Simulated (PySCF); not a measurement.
Gas-phase reaction: 2 TaCl₃NH + 3 Cl₂ → 2 TaCl₅ + 2 N + 2 HCl

Method: PySCF energies plus ideal-gas RRHO corrections (1 bar). † marks an energy on the PBE0/def2-TZVP geometry and frequencies. CCSD(T) freezes the core. Open shells (unrestricted): N (multiplicity 4); the rest are closed-shell singlets. Ta: scalar-relativistic def2 core potential, no spin-orbit coupling. TaCl₃NH: computed as isolated molecules; such fragments, hydroxides, amides, oligomers or adducts are transient or little studied in the gas. CCSD(T) isn't extrapolated to the basis-set limit. The harmonic model lacks anharmonicity and excited electronic states, which grow with temperature; levels with a mode under 35 cm⁻¹ are left out. Soft modes under 120 cm⁻¹ make the harmonic entropy rough for TaCl₃NH, TaCl₅.

ΔH° and ΔS° at 298 K: BLYP/def2-TZVP† 323 kJ, 89 J/K; CCSD(T)/def2-SVP† 58 kJ, 89 J/K; HF/def2-TZVP† -310 kJ, 89 J/K; PBE/def2-TZVP† 328 kJ, 89 J/K.

Question: With the heat capacities included, give log10 K (1 bar) at 800, 1200, 1800, 2000, 2500 K from BLYP/def2-TZVP†, CCSD(T)/def2-SVP†, HF/def2-TZVP†, PBE/def2-TZVP†.

Answer: 
```tsv
T (K)	BLYP/def2-TZVP†	CCSD(T)/def2-SVP†	HF/def2-TZVP†	PBE/def2-TZVP†
800	-16.0	1.3	25.3	-16.3
1200	-8.7	2.9	18.9	-8.9
1800	-3.7	4.0	14.6	-3.9
2000	-2.7	4.2	13.8	-2.8
2500	-0.9	4.6	12.3	-1.0
```
